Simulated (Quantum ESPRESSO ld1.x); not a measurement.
All-electron atom: Ne in [Ne].

Method: Dirac Kohn-Sham, PW91, spin-unpolarised, spherical densities, point nucleus; computed with ld1.x of Quantum ESPRESSO 7.5.

Energy parts (eV):
| part | energy |
|---|---|
| total | -3512.8 |
| kinetic | 3512.4 |
| electron-nucleus | -8480.3 |
| Hartree | 1794.6 |
| exchange-correlation | -339.5 |

Orbitals (lengths in bohr, moments of r in powers of bohr; <r^-3> diverges for s and p1/2):
orbital  occ.  eigenvalue (eV)  <r^-3>    <r^2>  <1/r>
1s1/2       2         -831.280       -  0.03366  9.628
2s1/2       2          -36.452       -   0.9832  1.638
2p1/2       2          -13.503       -    1.292  1.442
2p3/2       4          -13.399   11.28    1.300  1.437

The highest occupied level is 2p3/2 at -13.399 eV. Summed over all electrons, <r^2> = 9.820 bohr^2, which gives a Langevin (diamagnetic) susceptibility term of -7.78 x 10^-6 cm^3/mol. For comparison, the ionisation energy in NIST's Atomic Spectra Database is 21.565 eV (measured). In exact Kohn-Sham theory the highest level is minus the ionisation energy, but local and semilocal functionals leave it too shallow, through self-interaction and a potential that decays too fast; potentials with the right tail come closer.
